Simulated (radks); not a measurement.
Neutral titanium, configuration [Ar] 3d2 4s2 (the NIST ground configuration). Calculated with a radial shooting solver on a logarithmic mesh with Libxc functionals: non-relativistic Kohn-Sham, r2SCAN, spin-unpolarised, spherical densities, point nucleus; meta-GGA in the generalised Kohn-Sham scheme; hard spherical wall at 12 bohr.

Unscreened Slater integrals over Kohn-Sham orbitals (hartree). Empty in this configuration: 4p.

F0(3d,3d): 0.59071
F2(3d,3d): 0.26224
F4(3d,3d): 0.16122
F0(3d,4s): 0.31410
G2(3d,4s): 0.051946
F0(3d,3p): 0.68901
F2(3d,3p): 0.31452
G1(3d,3p): 0.39051
G3(3d,3p): 0.23332
F0(3d,3s): 0.70764
G2(3d,3s): 0.29183
F0(3d,4p): 0.26048
F2(3d,4p): 0.062031
G1(3d,4p): 0.035861
G3(3d,4p): 0.026255
F0(4s,4s): 0.25377
F0(4s,3p): 0.32758
G1(4s,3p): 0.017524
F0(4s,3s): 0.32920
G0(4s,3s): 0.012126
F0(4s,4p): 0.22540
G1(4s,4p): 0.14648
F0(3p,3p): 0.83084
F2(3p,3p): 0.41758
F0(3p,3s): 0.85822
G1(3p,3s): 0.57114
F0(3p,4p): 0.26821
F2(3p,4p): 0.040698
G0(3p,4p): 0.0092937
G2(3p,4p): 0.010527
F0(3s,3s): 0.88858
F0(3s,4p): 0.26920
G1(3s,4p): 0.011065
F0(4p,4p): 0.20605
F2(4p,4p): 0.10950

Derived for the open shells (J is the average intra-shell exchange parameter used in DFT+U). 3d: Racah B = F2/49 - 5 F4/441 = 0.003524 hartree, C = 35 F4/441 = 0.01280 hartree, C/B = 3.63, F4/F2 = 0.615, J = (F2 + F4)/14 = 0.03025 hartree.
